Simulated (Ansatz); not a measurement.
Gas-phase electronic energies from Ansatz, PBE0-D4/def2-TZVP geometries. CBS: MP2 limit from def2 TZ/QZ plus the TZ coupled-cluster correction, frozen cores. Functionals use def2-TZVPP. B3LYP here is the variant with VWN-RPA as its local correlation; programs differ in this. For Ge outer-core shells are correlated without core-valence functions, which leaves a few kJ/mol of doubt a bond. Scalar relativity is left out up to krypton. One conformer a species, not always the lowest.

Consider the ligand exchange at a Ge–N bond: `OB(F)[NH][GeH3]` + `CN[SiH3]` → `C[N]([SiH3])[GeH3]` + `NB(O)F`.

(1) Is it downhill or uphill in electronic energy at CCSD(T)/CBS, and by how much? (Estimate.)

(2) What do these levels give: PBE-D4, ωB97M-V, B3LYP, HF/def2-TZVPP, SCS-MP2/def2-TZVPP, MP2/CBS(def2)? (An estimate is asked.)

Largest T1 diagnostic among the species: 0.012.

Answers

(1) Computed: Uphill: ΔE = +4.1 kJ/mol.

(2) The calculation gave: PBE-D4 4.4, ωB97M-V 6.9, B3LYP 11.3, HF/def2-TZVPP 15.2, SCS-MP2/def2-TZVPP 5.3, MP2/CBS(def2) 1.8 kJ/mol.

The D4 term adds −5.5 kJ/mol with B3LYP and −3.0 kJ/mol with PBE0; it sums over pairs of atoms, weighted by their polarisabilities, and B3LYP, whose exchange is more repulsive, gets the larger term. In def2-TZVPP, CCSD(T) changes the Hartree–Fock value by −10.3 kJ/mol (the triples alone add −1.8 kJ/mol) and MP2 by −12.6 kJ/mol.
